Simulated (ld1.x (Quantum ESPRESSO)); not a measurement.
Configuration tests for indium (TM)

indium (In), norm-conserving Troullier–Martins (Kleinman–Bylander form), made with ld1.x (Quantum ESPRESSO) 7.5 (PBE, scalar-relativistic). Core [Kr] 4d10, reference 5s2 5p0.5 (charge +0.5). Waves: 5s (bound): rc 1.55 bohr; 5p (bound): rc 2.85 bohr; 5d channel at 0.05 Ry: rc 2.30 bohr. Local part: the d channel. Core correction: none.

Energies are relative to the spin-unpolarised reference configuration 5s2 5p0.5; without spin polarisation the order of configurations can differ from experiment.

| valence configuration | charge | ΔE all-electron (eV) | error AE − PS (meV) |
| --- | --- | --- | --- |
| 5s2 5p1 | 0 | -1.940 | +5.8 |
| 5s2 5p0 | +1 | 3.423 | +9.2 |
| 5s1 5p2 | 0 | 3.901 | +49 |
| 5s0 5p3 | 0 | 10.007 | +195 |
| 5s2 5p1.3 | -0.3 | -2.472 | +11 |

Problem. What are ΔE and the potential's error for 5s1 5p1?

Solution. ΔE = 10.016 eV all-electron; the error (AE − PS) is +19 meV.

Problem. What are ΔE and the potential's error for 5s1 5p0?

Solution. ΔE = 22.657 eV all-electron; the error (AE − PS) is +107 meV.

Levels in the configuration 5s0 5p3:

```tsv
level	all-electron (eV)	pseudo (eV)
5p	-3.834	-3.864
```

Note: ghost states, extra bound levels that the all-electron valence spectrum of the same l lacks: s at -571.2 eV, p at -164.3 eV. A true bound ghost makes a file unfit for plane-wave use.
